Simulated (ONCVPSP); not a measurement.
Building the ONCV potential for Mo (PBE, fully relativistic).

| Quantity | Value |
| --- | --- |
| Element | Mo |
| Generator | ONCVPSP 4.0.1 |
| Type | optimised norm-conserving Vanderbilt (ONCV) |
| Functional | PBE |
| Relativity | fully relativistic |
| Frozen core | [Kr] |
| Valence charge | 6 |
| Reference configuration | 4d4 5s2 |
| Partial waves | 5s: rc 2.60 bohr, ncon 4, nbas 8, qcut 2.6 1/bohr, 1 projector; p scattering state at 0.08 Ha: rc 2.50 bohr, ncon 3, nbas 7, qcut 3.3 1/bohr, 1 projector; 4d: rc 2.55 bohr, ncon 5, nbas 10, qcut 5.5 1/bohr, 2 projectors, debl 3 Ha |
| Local potential | polynomial inside 1.75 bohr (lpopt 5, dvloc0 6 Ha) |
| Core correction | none |

Open shells are filled in proportion to 2j + 1.

All-electron outer shells of the reference configuration (PBE, scalar-relativistic, ld1.x):

| shell | level (eV) | outermost node (bohr) | outermost maximum (bohr) |
| --- | --- | --- | --- |
| 4p | -41.09 | 0.52 | 1.06 |
| 4d | -5.65 | 0.53 | 1.35 |
| 5s | -4.88 | 1.33 | 2.86 |

Results:

- Cutoffs needed: 13 Ha and 15 Ha (the cutoffs (Ha) at which the residual kinetic energy of the hardest occupied pseudo-wave falls to 1 and 0.1 mHa per electron)
- Ghost test: no bound ghost flagged; no localised positive-energy state flagged
- Largest excitation error: +473 meV (all-electron minus pseudo) for 4d2 5s0, out of 4 test configurations

Generation and tests took about 4.6 s on one core of a shared server CPU.
